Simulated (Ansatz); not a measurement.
A made-up structure of B₄H₆, singlet:

B1  (-0.151, 1.706, -1.149)
B2  (0.311, 0.901, 0.186)
B3  (0.579, -0.692, 0.358)
B4  (-0.484, -1.855, 0.762)
H5  (-1.314, 1.883, -1.389)
H6  (0.637, 2.158, -1.931)
H7  (0.485, 1.556, 1.185)
H8  (1.719, -1.039, 0.161)
H9  (0.543, -1.600, -0.346)
H10  (-1.095, -2.447, -0.083)
(Å)

It is relaxed with PBE-D4/def2-SVP and then PBE0-D4/def2-TZVP (Ansatz 0.2.0). Atoms count as bonded within 1.22 times the sum of their covalent radii (H–H: 0.88 Å). The end point is not checked to be a true minimum.

Does its bonding change? (Judge from chemistry; the calculation decides.)

The calculation gives: Yes. Formed: B1–B3, B1–B4, B2–B4, B2–H6, B4–H9; broken: none.

Where it ends: The first stage lowers the energy by 4.27 eV in 27 steps. It ends as B₄H₆ ([H]1[BH]23[BH]14[BH]21[H][BH]341):
B1  (-0.090, 0.520, -1.134)
B2  (0.214, 0.875, 0.415)
B3  (0.975, -0.543, -0.255)
B4  (-0.606, -0.625, 0.075)
H5  (-0.339, 0.815, -2.256)
H6  (-0.031, 1.670, -0.564)
H7  (0.363, 1.633, 1.316)
H8  (2.058, -1.015, -0.359)
H9  (0.277, -1.556, 0.115)
H10  (-1.589, -1.204, 0.401)
(Å)

Labels in which every atom is bracketed show which atoms are joined, not bond orders.

For scale, one of the runs: PBE0-D4/def2-TZVP relaxation, 160 basis functions, launched by `ansatz run in.yaml --threads 2 --pin off --events-out ev --progress --plain --max-ram 4352MiB`. Hardware: 2 CPU threads of an Arm Neoverse V2, shared host. Wall time about 20 s.
